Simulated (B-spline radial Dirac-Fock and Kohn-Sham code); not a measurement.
# Internal conversion coefficients of Se at 18.6 keV

Z = 34 (selenium), transition energy 18.6 keV. The computed values come from an atomic code on a B-spline grid: a Dirac-Hartree-Slater potential of the neutral atom with a Latter tail (no hole, which puts coefficients of high multipoles low close above an edge), finite nucleus with surface currents. Subshells that would emit electrons below 1 keV are left out.

The run's input, task.json:

```json
{"items": [{
  "Z": 34,
  "q": 0,
  "cfg": [[1, 0, 2], [2, 0, 2], [2, 1, 6], [3, 0, 2], [3, 1, 6], [3, 2, 10], [4, 0, 2], [4, 1, 4]],
  "A": 80,
  "rrms": 4.14,
  "do": "conversion",
  "gamma": [18.6],
  "edges": {"K": 12658.0, "L1": 1652.0, "L2": 1474.3, "L3": 1433.9, "M1": 229.6, "M2": 166.5, "M3": 160.7, "M4": 63.97, "M5": 63.0}
}]}
```

Command: `python xray2_run.py task.json out`

| subshell | electron energy (keV) | E1 | E5 | M1 | M4 | M5 |
| --- | --- | --- | --- | --- | --- | --- |
| K | 5.94 | 8.85 | 211000 | 11.5 | 149000 | 2.11e+06 |
| L1 | 16.95 | 0.710 | 246000 | 1.19 | 206000 | 9.32e+06 |
| L2 | 17.13 | 0.145 | 6.47e+07 | 0.0832 | 38200 | 2.19e+06 |
| L3 | 17.17 | 0.257 | 1.06e+08 | 0.0298 | 868000 | 7.01e+07 |
| M1 | 18.37 | 0.111 | 38900 | 0.190 | 40800 | 2.02e+06 |
| M2 | 18.43 | 0.0215 | 1.15e+07 | 0.0132 | 6810 | 410000 |
| M3 | 18.44 | 0.0381 | 1.87e+07 | 0.00466 | 158000 | 1.38e+07 |
| M4 | 18.54 | 0.000863 | 2.73e+06 | 0.000112 | 1590 | 187000 |
| M5 | 18.54 | 0.00123 | 3.65e+06 | 8.62e-05 | 5440 | 1.10e+06 |
| N1 | 18.58 | 0.0118 | 4170 | 0.0203 | 4500 | 225000 |
| N2 | 18.59 | 0.000998 | 546000 | 0.000616 | 323 | 19500 |
| N3 | 18.59 | 0.00173 | 866000 | 0.000213 | 7370 | 648000 |
| total |  | 10.1 | 2.09e+08 | 13.0 | 1.49e+06 | 1.02e+08 |

**Question.** For a pure M5 transition, what fraction of decays emits a photon?

**Answer.** 1/(1 + α) = 9.79e-09 with the total α = 1.02e+08.
